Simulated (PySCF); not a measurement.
PySCF input (BP86/6-31G* (5d)):

```python
from pyscf import gto, dft

mol = gto.M(
    atom='''
    B    -0.66503886    0.05057511   -0.01894431
    N     0.70388039    0.07004987    0.02414072
    H    -1.37605239   -0.96558513   -0.07461875
    H    -1.30721419    1.10293443   -0.00402462
    H     1.08129813   -0.88057398    0.00437982
    ''',
    basis='6-31g*',
    charge=-1,
    spin=0,
    verbose=4,
)

mf = dft.RKS(mol, xc='bp86')
mf.grids.level = 3
mf.conv_tol = 1e-9
mf.max_cycle = 100
mf.max_memory = 1500
mf.kernel()
if not mf.converged:
    mf = mf.newton()
    mf.kernel(mf.make_rdm1())
mf.dip_moment()
```

Output:

```
PySCF version 2.14.0

[INPUT] verbose = 4
[INPUT] num. atoms = 5
[INPUT] num. electrons = 16
[INPUT] charge = -1
[INPUT] spin (= nelec alpha-beta = 2S) = 0
[INPUT] symmetry False subgroup None
[INPUT] Mole.unit = angstrom
[INPUT] Symbol           X                Y                Z      unit          X                Y                Z       unit  Magmom
[INPUT]  1 B     -0.665038860000   0.050575110000  -0.018944310000 AA   -1.256741307593   0.095573106620  -0.035799557519 Bohr   0.0
[INPUT]  2 N      0.703880390000   0.070049870000   0.024140720000 AA    1.330141161552   0.132375069361   0.045619349250 Bohr   0.0
[INPUT]  3 H     -1.376052390000  -0.965585130000  -0.074618750000 AA   -2.600362150153  -1.824691445653  -0.141009001257 Bohr   0.0
[INPUT]  4 H     -1.307214190000   1.102934430000  -0.004024620000 AA   -2.470276805245   2.084244006053  -0.007605429555 Bohr   0.0
[INPUT]  5 H      1.081298130000  -0.880573980000   0.004379820000 AA    2.043357324704  -1.664043654618   0.008276660275 Bohr   0.0

nuclear repulsion = 26.6290725638923
number of shells = 18
number of NR pGTOs = 66
number of NR cGTOs = 34
basis = 6-31g*
ecp = {}

******** <class 'pyscf.dft.rks.RKS'> ********
method = RKS
initial guess = minao
damping factor = 0
level_shift factor = 0
DIIS = <class 'pyscf.scf.diis.CDIIS'>
diis_start_cycle = 1
diis_space = 8
diis_damp = 0
SCF conv_tol = 1e-09
SCF conv_tol_grad = None
SCF max_cycles = 100
direct_scf = True
direct_scf_tol = 1e-13
XC library pyscf.dft.libxc version 7.1.2
    S. Lehtola, C. Steigemann, M. J. T. Oliveira, and M. A. L. Marques,  SoftwareX 7, 1–5 (2018)
XC functionals = bp86
    A. D. Becke,  Phys. Rev. A 38, 3098 (1988)
    J. P. Perdew,  Phys. Rev. B 33, 8822 (1986)
    J. P. Perdew,  Phys. Rev. B 34, 7406–7406 (1986)
radial grids:
    Treutler-Ahlrichs [JCP 102, 346 (1995); DOI:10.1063/1.469408] (M4) radial grids

becke partition: Becke, JCP 88, 2547 (1988); DOI:10.1063/1.454033
pruning grids: <function nwchem_prune>
grids dens level: 3
symmetrized grids: False
atomic radii adjust function: <function treutler_atomic_radii_adjust>
small_rho_cutoff = 0
Set gradient conv threshold to 3.16228e-05
Initial guess from minao.
tot grids = 57376
init E= -81.2697078825182
  HOMO = -0.300589533475796  LUMO = -0.0779475276890849  gap/eV = 6.05840
cycle= 1 E= -81.2567786762245  delta_E= 0.0129  |g|= 0.689  |ddm|= 1.96
  HOMO = 0.252255272517015  LUMO = 0.388004265620471  gap/eV = 3.69392
cycle= 2 E= -80.7748231153821  delta_E= 0.482  |g|= 1.46  |ddm|=  3.2
  HOMO = 0.0737002938625615  LUMO = 0.282263134017191  gap/eV = 5.67528
cycle= 3 E= -81.3633342497474  delta_E= -0.589  |g|= 0.29  |ddm|= 2.53
  HOMO = 0.0702667761312776  LUMO = 0.256647753922899  gap/eV = 5.07168
cycle= 4 E= -81.3899641532512  delta_E= -0.0266  |g|= 0.0487  |ddm|= 0.335
  HOMO = 0.0722550909166002  LUMO = 0.259233860426057  gap/eV = 5.08795
cycle= 5 E= -81.390655431669  delta_E= -0.000691  |g|= 0.009  |ddm|= 0.0812
  HOMO = 0.0721332507913268  LUMO = 0.259366323055421  gap/eV = 5.09487
cycle= 6 E= -81.3906851191059  delta_E= -2.97e-05  |g|= 0.00114  |ddm|= 0.0171
  HOMO = 0.0720117139752516  LUMO = 0.259277956295174  gap/eV = 5.09577
cycle= 7 E= -81.3906854329779  delta_E= -3.14e-07  |g|= 0.000219  |ddm|= 0.00125
  HOMO = 0.0719913030085331  LUMO = 0.259269210013993  gap/eV = 5.09609
cycle= 8 E= -81.3906854364015  delta_E= -3.42e-09  |g|= 4.12e-05  |ddm|= 0.000377
  HOMO = 0.0719866183453672  LUMO = 0.25926687532696  gap/eV = 5.09616
cycle= 9 E= -81.3906854370015  delta_E= -6e-10  |g|= 4.56e-06  |ddm|= 6.84e-05
  HOMO = 0.0719856380154309  LUMO = 0.259266605722499  gap/eV = 5.09617
Extra cycle  E= -81.3906854369836  delta_E= 1.79e-11  |g|= 9.77e-06  |ddm|= 1.34e-05
converged SCF energy = -81.3906854369836

WARN: System has nonzero charge -1; the dipole moment is origin-dependent.
Location of origin: [0. 0. 0.]

Dipole moment(X, Y, Z, Debye):  0.88277, -1.25618, -0.01421
```

The dipole moment of an ion depends on the origin.
